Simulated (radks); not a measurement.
All-electron atom: Tc2+ in [Kr] 4d5.

Calculated with a radial shooting solver on a logarithmic mesh with Libxc functionals: scalar-relativistic Kohn-Sham, PBE, spin-polarised, spherical densities, finite nucleus; open shells are filled with parallel spins first (spin-orbit coupling, left out, can overturn this in heavy ions); Fermi nuclear charge, rms radius 4.4112 fm; hard spherical wall at 5 bohr.

Energy parts (Ry):
total: -8569.68973
kinetic: 8848.83758
electron-nucleus: -20606.10583
Hartree: 3443.68144
exchange-correlation: -256.10291

Orbitals (lengths in bohr, moments of r in powers of bohr; r(max) is where P^2 peaks):
orbital	occ.	eigenvalue (Ry)	r(max)	<r^4>	<r^2>	<1/r>
1s up	1	-1534.910	0.02228	6.520e-06	0.001586	44.70
1s down	1	-1534.911	0.02228	6.520e-06	0.001586	44.70
2s up	1	-219.9781	0.1262	0.001197	0.02638	10.08
2s down	1	-219.9303	0.1262	0.001197	0.02638	10.09
2p up	3	-196.9954	0.1008	0.0008579	0.02077	9.793
2p down	3	-196.9598	0.1008	0.0008576	0.02076	9.794
3s up	1	-39.26122	0.3723	0.06036	0.1976	3.480
3s down	1	-39.23699	0.3724	0.06026	0.1976	3.479
3p up	3	-31.71893	0.3657	0.06620	0.2017	3.312
3p down	3	-31.69135	0.3658	0.06601	0.2016	3.311
3d up	5	-19.51767	0.3114	0.07042	0.1912	3.082
3d down	5	-19.47398	0.3116	0.06996	0.1909	3.082
4s up	1	-6.64667	0.9521	2.455	1.276	1.285
4s down	1	-6.40057	0.9466	2.398	1.259	1.297
4p up	3	-4.59749	1.027	3.924	1.579	1.144
4p down	3	-4.32971	1.019	3.871	1.562	1.155
4d up	5	-1.73109	1.269	15.31	2.973	0.8287
4d down	0	-1.45054	1.257	16.61	3.075	0.8233
4f up	0	0.12533	2.926	96.79	8.668	0.3977
4f down	0	0.32466	2.984	102.0	8.966	0.3871
5s up	0	-1.33538	2.435	68.50	7.222	0.4992
5s down	0	-1.13825	2.473	70.78	7.367	0.4890
5p up	0	-0.84177	2.770	91.30	8.476	0.4582
5p down	0	-0.65995	2.790	92.96	8.575	0.4523

The highest occupied level is 4d up at -23.553 eV. The density falls to 0.001 e/bohr^3 at r = 3.48 bohr.
